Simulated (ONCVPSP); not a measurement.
## Configuration tests for V (Z = 23) (ONCV)

```
Element                 : V (Z = 23)
Generator               : ONCVPSP 4.0.1
Type                    : optimised norm-conserving Vanderbilt (ONCV)
Functional              : PBEsol
Relativity              : scalar-relativistic
Frozen core             : [Ne]
Valence charge          : 13
Reference configuration : 3s2 3p6 3d3.5 4s1.5
Partial waves           : 3s+4s: rc 1.35 bohr, ncon 4, nbas 7, qcut 10.5 1/bohr, 2 projectors; 3p: rc 1.15 bohr, ncon 4, nbas 7, qcut 13.6 1/bohr, 2 projectors, debl 1.9 Ha; 3d: rc 1.95 bohr, ncon 5, nbas 10, qcut 6.5 1/bohr, 2 projectors, debl 3.6 Ha
Local potential         : polynomial inside 1.10 bohr (lpopt 5, dvloc0 0 Ha)
Core correction         : Teter function, fcfact 5.75, rcfact 1.05
```

Energies are relative to the spin-unpolarised reference configuration 3s2 3p6 3d3.5 4s1.5; without spin polarisation the order of configurations can differ from experiment.

Task: Give the all-electron excitation energy and the error of the potential for: 3s2 3p6 3d3 4s2; 3s2 3p6 3d3 4s1; 3s2 3p6 3d3 4s0; 3s2 3p6 3d3 4s0 4p2.

Result:

```json
{"valence configuration": "3s2 3p6 3d3 4s2", "charge": "0", "ΔE all-electron (eV)": "-0.052", "error AE − PS (meV)": "+14"}
{"valence configuration": "3s2 3p6 3d3 4s1", "charge": "+1", "ΔE all-electron (eV)": "7.698", "error AE − PS (meV)": "+5.3"}
{"valence configuration": "3s2 3p6 3d3 4s0", "charge": "+2", "ΔE all-electron (eV)": "21.902", "error AE − PS (meV)": "-1.5"}
{"valence configuration": "3s2 3p6 3d3 4s0 4p2", "charge": "0", "ΔE all-electron (eV)": "6.827", "error AE − PS (meV)": "+4.3"}
```

Levels in the configuration 3s2 3p6 3d3 4s2:

```json
{"level": "3s", "all-electron (eV)": "-70.035", "pseudo (eV)": "-69.984"}
{"level": "3p", "all-electron (eV)": "-43.947", "pseudo (eV)": "-43.912"}
{"level": "3d", "all-electron (eV)": "-5.184", "pseudo (eV)": "-5.132"}
{"level": "4s", "all-electron (eV)": "-4.716", "pseudo (eV)": "-4.724"}
```
